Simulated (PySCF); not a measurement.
Molecule: Me2Si(SMe)2 (CS[Si](C)(C)SC, C$_{4}$H$_{12}$S$_{2}$Si).

Cartesian coordinates in Å; atom numbers follow the order of the lines, from 1:
```xyz
19

C     1.779    0.619    1.835
S     1.167    1.396    0.306
Si    0.108   -0.257   -0.573
C     1.210   -1.735   -0.889
C    -0.637    0.435   -2.143
S    -1.382   -0.961    0.809
C    -2.335    0.570    1.063
H     2.044    1.427    2.530
H     2.673    0.009    1.640
H     0.993   -0.004    2.288
H     0.633   -2.556   -1.342
H     1.656   -2.107    0.045
H     2.026   -1.457   -1.575
H    -1.270    1.310   -1.932
H    -1.256   -0.331   -2.637
H     0.156    0.748   -2.841
H    -2.957    0.422    1.955
H    -1.655    1.419    1.229
H    -2.988    0.779    0.204
```

Geometry PBE0-D3(BJ)/def2-SVP throughout; GIAO in PySCF 2.14, gas phase, one conformer, non-relativistic; equivalent atoms averaged; functional PBE0.

For orientation, 6-311+G(2d,p) gives these shifts δ (against TMS, CS2 at the same level): C1/C7 12.8, C4/C5 0.5, S2/S6 -166.5, Si3 38.0, H8/H9/H10/H17/H18/H19 2.13, H11/H12/H13/H14/H15/H16 0.38 ppm.

A run gave: C1/C7 21.2, C4/C5 -0.3, S2/S6 -243.0, Si3 42.1, H8/H9/H10/H17/H18/H19 0.62, H11/H12/H13/H14/H15/H16 0.13 ppm (shifts δ (against TMS, CS2 at the same level)).

**Question.** Which basis set was used in that run?
A. def2-SVP
B. cc-pVDZ
C. STO-3G
D. pcSseg-1
E. 6-31G*

**Answer.** C. S2/S6 tells them apart best: STO-3G gives -243.0, pcSseg-1 gives -192.0, 6-31G* gives -174.0, def2-SVP gives -172.6, cc-pVDZ gives -177.2 ppm.
